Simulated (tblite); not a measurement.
Species: H11N2Si4 (doublet state).
Z-matrix (Å and degrees, GFN2-xTB geometry), rows numbered from 1:
```
N 
Si  1  1.7270
Si  2  2.2922  1  105.07
N   3  1.7550  2  109.27  1   172.13
Si  4  1.7442  3  115.03  2    73.66
Si  4  1.7343  3  121.01  2   -96.90
H   1  1.0073  2  119.01  3  -175.41
H   1  1.0070  2  119.30  3    46.39
H   2  1.4698  1  102.65  3   123.22
H   2  1.4835  1  113.31  3  -124.66
H   3  1.4701  2  115.75  1    52.12
H   3  1.4770  2  114.61  1   -70.33
H   5  1.4642  4  108.22  3    69.95
H   5  1.4614  4  109.82  3  -166.78
H   6  1.4605  4  107.77  3   -43.82
H   6  1.4674  4  109.63  3    76.81
H   6  1.4616  4  107.70  3  -162.95
```

Computed geometry: GFN2-xTB, gas phase. This method treats the open shell by occupation alone, without spin polarisation.

Take the most abundant isotopes and a rigid rotor. The values belong to one conformer with, in the numbering `[NH2:1][SiH2:2][SiH2:3][N:4]([SiH2:5])[SiH3:6]`, H–N1–Si2–Si3 -175° and 46°, N1–Si2–Si3–N4 172°, Si2–Si3–N4–Si5 74°, Si3–N4–Si5–H 70° and -167°.

(1) Give the principal moments of inertia and the rotational constants in MHz.

(2) Classify the top.

(3) Is it planar, by Δ = Ic − Ia − Ib?

(4) Where do the levels up to J = 4 lie, in MHz?

(5) Estimate the classical rotational partition function at 10 K, 50 K and 500 K.

## Answers

(1) Ia = 215.59, Ib = 637.10, Ic = 733.22 u·Å²; 505379 MHz·u·Å²/I gives A = 2344, B = 793.2, C = 689.3 MHz.

(2) An asymmetric top; Ray's κ = -0.874.

(3) Not planar: Δ = Ic − Ia − Ib = -119.46 u·Å². For a rigid frame Δ = −2 Σ m c², so Σ m c² = 59.73 u·Å² lies off the ab plane: 18.59 from hydrogen and 41.15 from heavier atoms. The atom farthest from that plane is 2.07 Å away.

(4) Above 0(0,0):
J = 1: 1(0,1) 1483, 1(1,1) 3033, 1(1,0) 3137
J = 2: 2(0,2) 4442, 2(1,2) 5894, 2(1,1) 6206, 2(2,1) 10859, 2(2,0) 10864
J = 3: 3(0,3) 8870, 3(1,3) 10183, 3(1,2) 10807, 3(2,2) 15307, 3(2,1) 15332, 3(3,1) 23324, 3(3,0) 23325
J = 4: 4(0,4) 14750, 4(1,4) 15895, 4(1,3) 16934, 4(2,3) 21233, 4(2,2) 21308, 4(3,2) 29264, 4(3,1) 29265, 4(4,1) 40476, 4(4,0) 40476
Those of J = 1 are B + C, A + C and A + B.

(5) Point group C1, symmetry number σ = 1; q = (√π/σ)·√((kT/h)³/(ABC)), k/h = 20836.6 MHz/K: 4710 at 10 K, 52600 at 50 K, 1660000 at 500 K.

For this open shell read J as N, the rotation without spin; fine and hyperfine splittings come on top. Its lowest GFN2-xTB frequency is 2 cm⁻¹, too small to tell a flat minimum from a shallow saddle. No vibrational averaging or centrifugal distortion is included, and the geometry carries the error of its method.

The run took 1.2 s on one thread, Arm Neoverse V2 (aarch64), no GPU, shared host with 32 logical CPUs at a one-minute load of 31. This is the geometry optimisation.
